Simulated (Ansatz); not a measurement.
CH3ClOSe, SMILES CO[Se]Cl.

Geometry optimised at PBE0-D3(BJ)/def2-SVP. The values are those of a single conformer.

Two levels are set side by side: PBE/def2-SVPD (Ansatz, an electronic-structure program) and CAM-B3LYP/def2-SVPD (Ansatz). Energy differences of separate SCF runs at the same geometry; the states with an electron removed or added have multiplicity 2 and 2. Differences are taken from unrounded values.

```csv
quantity,CAM-B3LYP,PBE,PBE minus CAM-B3LYP
vertical ionisation energy (eV),9.24,8.81,-0.42
vertical electron affinity (eV),0.44,0.40,-0.04
vertical singlet–triplet gap (eV),2.34,2.19,-0.15
```
